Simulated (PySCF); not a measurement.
C2H3F2GaO2, SMILES CC(=O)[O][Ga]([F])[F]. Atoms are numbered in the order given.

```xyz
10

Ga    -0.0014     0.7554     0.0000
F      1.4962     1.6460     0.0000
F     -1.5232     1.6046     0.0000
O      0.0170    -0.9058     1.0859
C      0.0213    -1.5770     0.0000
C     -0.0019    -3.0685     0.0000
O      0.0170    -0.9058    -1.0859
H      0.4778    -3.4569    -0.9068
H      0.4778    -3.4569     0.9068
H     -1.0559    -3.3920     0.0000
```

The structure is a stationary point at B3LYP-D3(BJ)/def2-SVP. Other conformers were not sampled.

Method: PBE/pcSseg-1 (PySCF).

GIAO shieldings, no solvent; atoms listed in one row are averaged. δ = σ(ref) − σ: ¹⁹F against CFCl3 (σ = 133.6 ppm); ¹⁷O against H2O (σ = 334.3 ppm); ¹³C against TMS (σ = 182.0 ppm); ¹H against TMS (σ = 31.49 ppm), references at their B3LYP-D3(BJ)/def2-TZVP geometries, non-relativistic.

### Question
Estimate the chemical shifts. (An estimate is asked for; the answer gives what the named calculation found.)

### Answer

```csv
nucleus,atoms,count,δ (ppm)
¹⁹F,F2,1,-211.7
¹⁹F,F3,1,-212.8
¹⁷O,"O4, O7",2,356.0
¹³C,C5,1,196.9
¹³C,C6,1,20.5
¹H,"H8, H9, H10",3,2.69
```
